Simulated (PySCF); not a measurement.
# Exercise with solution: oscillator strength and radiative lifetime

CH3Br2Sb, SMILES [Br][Sb]([Br])[CH3].

The structure is a stationary point at PBE0-D3(BJ)/def2-SVP. The structure was generated by enumeration; whether it is a known compound was not checked. The def2 effective core potentials stand for the cores of Sb; spin–orbit coupling is left out.

TDDFT-PBE/def2-SVPD (PySCF) puts the first singlet state with f over 0.02 at 4.51 eV (vertical), with the transition dipole (0.000, 0.000, -0.485) in atomic units.

Question: Find the oscillator strength, the wavelength and the radiative lifetime that this transition would have in vacuum if emission retraced absorption.

Answer: 
|μ|² = 0.2352 au, so |μ| = 1.23 D. ΔE = 4.51/27.211 = 0.1657 hartree. f = (2/3) ΔE |μ|² = 0.026 (the program prints 0.026).
λ = 1239.84/4.51 = 275 nm; ν = 36376 cm⁻¹.
Einstein's coefficient A = 0.6670 ν² f s⁻¹ (ν in cm⁻¹) = 2.3e7 s⁻¹, so τ = 1/A = 44 ns. This state is S4; the lower singlets have f = 0.017, 0.009, 0.004. The figure is the radiative limit of this one transition; relaxation, internal conversion, crossing to triplets and a medium change what is measured.
